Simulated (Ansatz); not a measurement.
Isolated molecules relaxed with PBE0-D4/def2-TZVP in Ansatz; ΔE leaves out vibrations. CCSD(T)/CBS is the MP2 limit (def2-TZVPP, def2-QZVPP) plus CCSD(T) − MP2 in def2-TZVPP, frozen cores. DFT in def2-TZVPP. B3LYP here is the variant with VWN-RPA as its local correlation; programs differ in this. One conformer a species, not always the lowest.

Consider the substitution at a C–C bond: `CCCOCCC` + `C[SiH](O)F` → `CCO[SiH](C)F` + `CCCOC`.

| level | ΔE (kJ/mol) | difference from CCSD(T)/CBS |
| --- | --- | --- |
| PBE-D4 | 45.3 | -5.7 |
| r2SCAN-D4 | 45.9 | -5.1 |
| B3LYP-D4 | 40.2 | -10.8 |
| ωB97X-V | 44.2 | -6.8 |
| ωB97M-V | 47.1 | -3.9 |
| B2PLYP | 44.2 | -6.8 |
| PBE | 44.9 | -6.1 |
| r2SCAN | 45.7 | -5.3 |
| PBE0 | 47.1 | -3.9 |
| B3LYP | 39.7 | -11.3 |
| HF/def2-TZVPP | 35.9 | -15.1 |
| MP2/def2-TZVPP | 54.0 | 3.0 |
| CCSD/def2-TZVPP | 48.1 | -2.9 |
| HF/def2-QZVPP | 35.5 | -15.5 |
| SCS-MP2/def2-QZVPP | 49.2 | -1.8 |
| CCSD/CBS(def2) | 49.9 | -1.1 |
| CCSD(T)/CBS | 51.0 | 0 |

Largest T1 diagnostic among the species: 0.011.

In def2-TZVPP, CCSD(T) changes the Hartree–Fock value by +13.3 kJ/mol (the triples alone add +1.1 kJ/mol) and MP2 by +18.1 kJ/mol.

CCSD(T)/CBS has its own doubt, a few kJ/mol and more with outer-core shells, so smaller differences from it don't rank the levels.
